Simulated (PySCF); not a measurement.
## UHF on Xe²⁺ (xenon, charge +2)

Configuration: [Kr] 4d10 5s2 5p4, high-spin 3P determinant. Computed with PySCF 2.14 in dyall-av2z (22s16p12d, 130 functions), with no relativity, point nucleus.

```
Total energy                                                  : -7230.963161 hartree
One-electron energy                                           : -9891.7207 hartree
Hartree (Coulomb) energy                                      : 2839.2951 hartree
Exchange energy                                               : -178.5376 hartree
Kinetic energy                                                : 7231.03519 hartree
⟨S²⟩                                                          : 2.0076
⟨L²⟩                                                          : 2.023
Sum of ⟨r⟩                                                    : 33.35 bohr
Sum of ⟨r²⟩                                                   : 44.64 bohr²
Traceless quadrupole moment −½Σ⟨3z² − r²⟩ along its main axis : -2.22 e·bohr²
Density at the nucleus (Gaussians lack the cusp)              : 111000 bohr⁻³
Spin density at the nucleus                                   : 0.0825 bohr⁻³
Langevin diamagnetic susceptibility                           : -35.4 ×10⁻⁶ cm³/mol
```

| shell | electrons | mean orbital energy (eV) | spread (eV) | rms radius, mean of both spins (bohr) |
| --- | --- | --- | --- | --- |
| 1s α | 1 | -33339.1 | 0 | 0.0325 |
| 1s β | 1 | -33338.9 | 0 | 0.0325 |
| 2s α | 1 | -5173.6 | 0 | 0.131 |
| 2s β | 1 | -5173.5 | 0 | 0.131 |
| 2p α | 3 | -4859.1 | 0.140 | 0.114 |
| 2p β | 3 | -4858.9 | 0.043 | 0.114 |
| 3s α | 1 | -1114.6 | 0 | 0.340 |
| 3s β | 1 | -1114.4 | 0 | 0.340 |
| 3p α | 3 | -979.77 | 0.376 | 0.333 |
| 3p β | 3 | -979.48 | 0.044 | 0.333 |
| 3d α | 5 | -732.03 | 0.316 | 0.304 |
| 3d β | 5 | -731.90 | 0.201 | 0.304 |
| 4s α | 1 | -235.12 | 0 | 0.791 |
| 4s β | 1 | -234.60 | 0 | 0.791 |
| 4p α | 3 | -184.80 | 0.855 | 0.828 |
| 4p β | 3 | -184.18 | 0.094 | 0.828 |
| 4d α | 5 | -96.789 | 0.883 | 0.936 |
| 4d β | 5 | -96.389 | 0.538 | 0.936 |
| 5s α | 1 | -46.606 | 0 | 2.00 |
| 5s β | 1 | -40.950 | 0 | 2.00 |
| 5p α | 3 | -32.146 | 1.826 | 2.27 |
| 5p β | 1 | -29.728 | 0 | 2.27 |

A non-relativistic calculation at this Z misses sizeable relativistic shifts.

Spin-orbit constants ζ (cm⁻¹) from the X2C one-electron operator on these orbitals (non-relativistic here): bare nucleus, nucleus screened by l(l+1)(2l+1)/3 electrons, and screened by the Breit-Pauli mean field of the electrons.

```
shell     bare  screened nucleus  mean field
   2p  1453000           1400000     1372000
   3p   272200            262200      256000
   3d    49520             40350       38950
   4p    52010             50090       48810
   4d     7354              5993        5690
   5p     6215              5985        5818
```

To first order the Landé constant is A = -2909 cm⁻¹, so the lowest level has J = 2 and lies 0.361 eV below the centre of the term. This holds in LS coupling only.
